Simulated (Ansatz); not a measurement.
CH5FInNO, SMILES `C[O][In]([NH2])[F]`. Total charge 0; spin multiplicity 1. In takes the def2 core potential.

```xyz
10

C     1.8182    1.0587   -0.1588
O     0.7556    0.3877   -0.7990
In   -0.6899   -0.4591    0.2209
N    -2.2621   -1.5276   -0.4024
F    -0.3268   -0.3843    2.1418
H     1.9560    0.7627    0.8873
H     1.6614    2.1440   -0.1836
H     2.7460    0.8389   -0.6980
H    -2.6519   -1.2356   -1.2883
H    -3.0065   -1.5853    0.2799
```

Q: List the harmonic frequencies (cm⁻¹, unscaled) at PBE0-D4/def2-TZVP in Ansatz. (Best estimate.)

A: Ansatz gave: 47, 79, 81, 119, 146, 241, 248, 485, 550, 577, 642, 832, 1107, 1172, 1197, 1477, 1491, 1500, 1554, 3003, 3065, 3078, 3555, 3657.

Q: Is this a minimum?

A: Yes, all 24 modes are real.

Q: Give the ideal-gas thermochemistry at 298.15 K and 1 bar (rigid rotor, harmonic oscillator; point group C1, symmetry number 1).

A: Zero-point energy 178.9 kJ/mol; H(298) − E = 203.5 kJ/mol; entropy 391.1 J/(mol·K), of which translation 173.7, rotation 114.4, vibration 103.0; G(298) − E = 86.9 kJ/mol. Modes under 100 cm⁻¹ are hindered rotations or soft bends, so the harmonic entropy is rough.

Q: And at 400, 500, 600, 800 and 1000 K?

A: 
```csv
T (K),H − E (kJ/mol),S (J/mol/K),G − E (kJ/mol)
400,215.9,426.8,45.2
500,229.5,457.1,1.0
600,244.3,483.9,-46.1
800,276.5,530.2,-147.6
1000,311.6,569.3,-257.7
```
